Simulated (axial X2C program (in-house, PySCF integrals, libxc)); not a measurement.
# Worked dissociation energy of YGe: PBEsol, without spin–orbit coupling

Calculated with an in-house all-electron X2C program for linear molecules (integrals from PySCF). Spin-free means the one-electron spin-free X2C Hamiltonian. Basis: Y dyall-cv3z [11s12p9d6f3g], Ge dyall-cv3z [9s9p7d4f1g] (cores contracted in-house); Gaussian nuclei, density fitting, unrestricted open shells. Masses: Y 88.906 u, Ge 73.921 u.

Molecular state: M_S = 3/2, Λ = 0 (beyond evenly filled blocks: σα, π+α, π-α).

```
E(Y) (2M_S = 1, M_L = 0)  : -3382.544112 hartree
E(Ge) (2M_S = 2, M_L = 0) : -2096.942825 hartree
E(YGe) at Re              : -5479.595383 hartree
ωe                        : 224.9 cm⁻¹
ωexe                      : 0.55 cm⁻¹
```

Work out De and D0.

De = -3382.544112 + (-2096.942825) − (-5479.595383) = 0.10845 hartree = 2.951 eV. The zero-point energy is ωe/2 − ωexe/4 = 112 cm⁻¹ = 0.014 eV, so D0 = 2.937 eV.

The state is one determinant whose occupation by symmetry is held fixed; it was picked as the lowest of a PBE0 search that is not exhaustive. Dissociation energies refer to the lowest single-determinant-based atoms at the same level and basis. Other states lie close and PBE0, whose exact exchange favours high spin, may order them wrongly; the determinant shown need not be the ground state. The nearest other spin-free determinant of the search, M_S = 1/2, Λ = 0, lies 0.18 eV up at the distance of the search. Spin-free De lacks the spin–orbit lowering of the heavy p-block atom, a tenth of an eV or more for 4p and 5p, up to an eV for 6p and one to two eV for 7p atoms, less what an open-shell molecule gains itself.

Each atomic determinant is the lowest at this level and need not be a pure term. Totals compare only within one Hamiltonian and basis.
